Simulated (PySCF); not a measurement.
ClGe, SMILES [Cl][Ge] (connectivity only; charge and spin as stated), charge +1, multiplicity 1.

Coordinates come from a r2SCAN-D4/def2-TZVP optimisation. The multiplicity is an assumed one; other spin states were not compared.

Computed with PySCF with PBE/def2-TZVPD.

The molecule is in vacuum.

```json
{
 "total_energy": "-2536.45299 hartree",
 "point_group": "C∞v",
 "highest_occupied_level": "-14.97 eV",
 "lowest_empty_level": "-10.35 eV",
 "orbital_gap": "4.62 eV",
 "dipole_moment_about_the_centre_of_nuclear_charge": "1.95 D",
 "mean_static_polarisability": "33.9 bohr³ (5.02 Å³)",
 "polarisability_principal_values": "26.9, 26.9, 47.8 bohr³"
}
```
